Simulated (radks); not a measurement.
Polarisability of the niobium ion Nb2+, [Kr] 4d3, at imaginary frequency. Calculated with a radial shooting solver on a logarithmic mesh with Libxc functionals: non-relativistic Kohn-Sham, PBE, spin-polarised, spherical densities, point nucleus; open shells are filled with parallel spins first (spin-orbit coupling, left out, can overturn this in heavy ions); relativity is left out, which matters for an element this heavy. Response by self-consistent Sternheimer equations with the Hartree and adiabatic LDA kernel.

w (hartree)  alpha1(iw) (bohr^3)
0.00266                    11.08
0.0143                     11.07
0.0360                     11.00
0.0697                     10.79
0.118                      10.32
0.186                      9.476
0.280                      8.296
0.413                      6.917
0.605                      5.477
0.892                      4.051
1.35                       2.702
2.12                       1.540
3.59                      0.7100
6.94                      0.2549
17.5                     0.06230

Static values: alpha1 = 11.08 bohr^3 (1.642 angstrom^3; uncoupled 15.16). C6 = 57.45, triple-dipole C9 = 422.6 atomic units. One-pole (London) frequency 4 C6 / (3 alpha1^2) = 0.624 hartree, against 0.745 for minus the highest occupied eigenvalue.
